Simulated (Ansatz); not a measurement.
Cartesian coordinates in Å:
```
C -0.090 0.089 -0.944
C -0.246 -0.666 0.369
Sn -0.112 0.577 2.166
F 1.225 1.769 1.386
H 0.817 0.697 -0.946
H -0.042 -0.590 -1.801
H -0.930 0.767 -1.121
H 0.560 -1.405 0.487
H -1.181 -1.237 0.405
```

The species carries charge 0 and has multiplicity 1. Sn takes the def2 core potential.

List the CAM-B3LYP/def2-TZVPP orbital energies in eV (Ansatz). (Best estimate.)

Computed: Occupied: -671.66, -278.42, -278.41, -140.94, -96.04, -95.79, -95.60, -32.53, -30.05, -30.01, -29.89, -29.69, -29.39, -22.57, -18.66, -14.83, -13.82, -13.04, -12.01, -11.93, -11.75, -11.12, -10.78, -7.64. Lowest empty: -1.62, 0.39, 1.43, 2.49, 3.02, 3.55, 4.16, 4.48.
